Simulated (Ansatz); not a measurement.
ClHSi (SMILES [SiH]Cl) moved off its minimum; all values from Ansatz (a quantum-chemistry and plane-wave program), cores frozen in correlated methods.
(charge 0, multiplicity 1)
```xyz
3

Si     0.70045    -0.37770     0.69261
H      1.75024    -0.63112    -0.34751
Cl    -0.76162     0.14673    -0.66771
```

Forces at MP2/aug-cc-pV(T+d)Z (eV/Å):

```tsv
atom	Fx	Fy	Fz
Si1	0.042	-0.033	0.328
H2	0.186	-0.047	-0.145
Cl3	-0.228	0.080	-0.184
```

Give the forces (eV/Å), the total energy and the dipole at CCSD(T)/aug-cc-pV(T+d)Z.


```json
[
 {"atom": "Si1", "Fx": "0.059", "Fy": "-0.045", "Fz": "0.454"},
 {"atom": "H2", "Fx": "0.266", "Fy": "-0.068", "Fz": "-0.199"},
 {"atom": "Cl3", "Fx": "-0.324", "Fy": "0.114", "Fz": "-0.255"}
]
```
Energy -749.3879 hartree, dipole 0.99 D.

Doubts at one or more of the structures used: a restricted determinant that unrestricted orbitals would lower (CCSD(T)/aug-cc-pV(T+d)Z, MP2/aug-cc-pV(T+d)Z).
